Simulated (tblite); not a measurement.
A geometry optimisation, step by step.

Species: C2H9FSi4.
Atom-mapped SMILES: `[F:1][Si@@H:2]1[C:3]([SiH3:4])=[CH:5][Si@@H:6]1[SiH3:7]` (hydrogens: H8 on Si2; H9, H10, H11 on Si4; H12 on C5; H13 on Si6; H14, H15, H16 on Si7)

Computed with GFN2-xTB (tblite), gas phase: L-BFGS steps from a force-field or distance-geometry start until the largest atomic force falls under 0.01 eV/Å. 4 of its 124 geometries are shown.

Step 0: E = -557.1443 eV, largest atomic force 2.071 eV/Å
```
atom  x, y, z in Å  |  force x, y, z in eV/Å
F1      0.566   -2.147   -0.843    0.063  -0.570  -0.437
Si2     0.299   -1.370    0.523   -0.795  -1.303   1.400
C3     -1.123   -0.139    0.302   -1.029   0.436  -0.235
Si4    -2.927   -0.684   -0.071    0.255   0.329   0.315
C5     -0.534    1.077    0.466   -0.081  -0.539   0.045
Si6     1.278    0.589    0.772    0.931   1.569   0.926
Si7     2.673    1.014   -0.952    0.800   0.534  -0.645
H8      0.108   -2.271    1.704   -0.021   0.021  -0.762
H9     -3.238   -1.895    0.751    0.166   0.396  -0.258
H10    -3.077   -1.009   -1.499    0.065   0.027   0.141
H11    -3.866    0.399    0.298    0.155  -0.182  -0.077
H12    -0.953    2.085    0.419   -0.285  -0.589  -0.037
H13     1.729    0.990    2.153   -0.113  -0.066  -0.412
H14     3.073    2.445   -0.967   -0.008  -0.313  -0.109
H15     2.064    0.710   -2.267    0.186   0.052   0.272
H16     3.920    0.216   -0.801   -0.290   0.199  -0.127
```

Step 41: E = -557.6233 eV, largest atomic force 0.092 eV/Å
```
atom  x, y, z in Å  |  force x, y, z in eV/Å
F1      0.650   -2.369   -0.624   -0.020  -0.025   0.004
Si2     0.282   -1.525    0.722   -0.036  -0.012  -0.002
C3     -1.157   -0.307    0.378    0.034   0.021   0.004
Si4    -2.970   -0.601   -0.018    0.041   0.015  -0.004
C5     -0.557    0.899    0.421    0.060   0.003   0.020
Si6     1.306    0.574    0.717   -0.012   0.022   0.047
Si7     2.755    1.167   -0.995    0.005   0.010   0.012
H8     -0.003   -2.627    1.636    0.001   0.033  -0.013
H9     -3.462   -1.736    0.766   -0.004  -0.012   0.026
H10    -3.082   -0.893   -1.449   -0.023  -0.018  -0.028
H11    -3.744    0.602    0.301   -0.023   0.013   0.005
H12    -1.083    1.835    0.267    0.018  -0.055  -0.009
H13     1.728    1.110    2.039   -0.035  -0.033  -0.079
H14     3.124    2.587   -0.976    0.004   0.006  -0.014
H15     2.197    0.885   -2.320    0.008   0.015   0.034
H16     4.007    0.409   -0.878   -0.018   0.018  -0.003
```

Step 82: E = -557.6337 eV, largest atomic force 0.011 eV/Å
```
atom  x, y, z in Å  |  force x, y, z in eV/Å
F1      0.544   -2.522   -0.589    0.000   0.003  -0.006
Si2     0.249   -1.575    0.704   -0.001   0.000  -0.003
C3     -1.153   -0.325    0.338    0.000   0.004  -0.005
Si4    -2.981   -0.591   -0.003   -0.002  -0.001   0.003
C5     -0.518    0.863    0.353   -0.001   0.004  -0.001
Si6     1.331    0.497    0.662   -0.003  -0.002  -0.002
Si7     2.788    1.236   -0.983    0.002   0.003   0.002
H8     -0.049   -2.600    1.698    0.004  -0.005   0.002
H9     -3.470   -1.651    0.883   -0.003   0.003   0.004
H10    -3.154   -0.988   -1.404    0.002  -0.006   0.005
H11    -3.728    0.646    0.252    0.010   0.002  -0.004
H12    -1.018    1.807    0.178   -0.009  -0.001   0.003
H13     1.726    0.994    2.003   -0.002   0.000  -0.007
H14     3.081    2.670   -0.885    0.003   0.003   0.000
H15     2.267    1.006   -2.333   -0.002  -0.005   0.006
H16     4.075    0.541   -0.888    0.000  -0.002   0.003
```

Step 123: E = -557.6389 eV, largest atomic force 0.008 eV/Å
```
atom  x, y, z in Å  |  force x, y, z in eV/Å
F1      0.518   -2.468   -0.748   -0.005   0.005   0.001
Si2     0.245   -1.592    0.600   -0.002  -0.003   0.003
C3     -1.168   -0.333    0.314   -0.004   0.000  -0.002
Si4    -3.009   -0.595    0.053    0.000   0.001  -0.003
C5     -0.533    0.855    0.338    0.004   0.000   0.006
Si6     1.320    0.484    0.623    0.004  -0.002   0.003
Si7     2.829    1.271   -0.950   -0.003   0.000   0.003
H8     -0.025   -2.672    1.543   -0.001   0.003  -0.002
H9     -3.531   -1.358    1.192    0.002  -0.002  -0.006
H10    -3.213   -1.342   -1.191   -0.002  -0.005   0.004
H11    -3.698    0.697   -0.027    0.007   0.002  -0.003
H12    -1.039    1.801    0.196    0.005  -0.003   0.002
H13     1.698    0.925    1.988   -0.002   0.004   0.003
H14     3.093    2.709   -0.836   -0.004   0.002   0.001
H15     2.382    1.031   -2.323   -0.003  -0.002  -0.005
H16     4.122    0.598   -0.785    0.003  -0.001  -0.004
```

Question: Summarise the path.

Answer: The energy falls by 0.4946 eV from step 0 to step 123; nine tenths of that is first reached at step 17. It falls at every step. The largest force goes from 2.071 to 0.008 eV/Å. Among the bonds Si2–Si6 changes most, from 2.205 to 2.338 Å; the atoms move by 0.379 Å rms after alignment.

Question: Follow the three bonds and two angles with the largest change from start to end.

Answer: 
```
step  E above end (eV)  largest force (eV/Å)  Si2–Si6 (Å)  Si6–Si7 (Å)  C3–Si4 (Å)  Si6–Si2–H8 (°)  Si2–Si6–Si7 (°)
   0            0.4946                 2.071        2.205        2.258       1.921           120.1            110.8
   5            0.1992                 0.468        2.320        2.305       1.869           125.5            111.6
  11            0.0788                 0.265        2.323        2.325       1.879           135.9            114.0
  16            0.0529                 0.216        2.341        2.309       1.874           138.0            115.5
  21            0.0400                 0.171        2.336        2.329       1.877           139.2            117.0
  27            0.0293                 0.062        2.346        2.320       1.876           140.4            118.2
  32            0.0220                 0.097        2.331        2.315       1.879           140.9            119.5
  37            0.0183                 0.099        2.341        2.325       1.879           140.4            119.4
  43            0.0140                 0.075        2.333        2.315       1.878           139.6            120.9
  48            0.0116                 0.100        2.336        2.322       1.879           138.2            121.8
  53            0.0093                 0.077        2.338        2.314       1.879           137.1            123.0
  59            0.0079                 0.052        2.338        2.318       1.880           136.6            123.5
  64            0.0070                 0.031        2.339        2.316       1.878           136.5            124.3
  70            0.0060                 0.023        2.337        2.317       1.879           136.9            125.4
  75            0.0056                 0.026        2.339        2.319       1.878           136.8            125.7
  80            0.0053                 0.024        2.338        2.317       1.879           136.9            125.8
  86            0.0050                 0.046        2.338        2.319       1.878           136.7            126.2
  91            0.0045                 0.041        2.339        2.314       1.878           136.5            126.3
  96            0.0031                 0.026        2.339        2.317       1.878           136.0            126.0
 102            0.0022                 0.028        2.340        2.317       1.878           135.9            126.9
 107            0.0016                 0.028        2.338        2.319       1.878           136.6            126.3
 112            0.0009                 0.025        2.338        2.318       1.878           136.3            126.3
 118            0.0002                 0.028        2.337        2.318       1.878           137.1            126.3
 123            0.0000                 0.008        2.338        2.317       1.878           137.4            126.4
```

What follows is the cost of the whole relaxation. The run took 0.89 s on one thread, AMD EPYC 9R45 (x86_64), shared host with 96 logical CPUs at a one-minute load of 22.
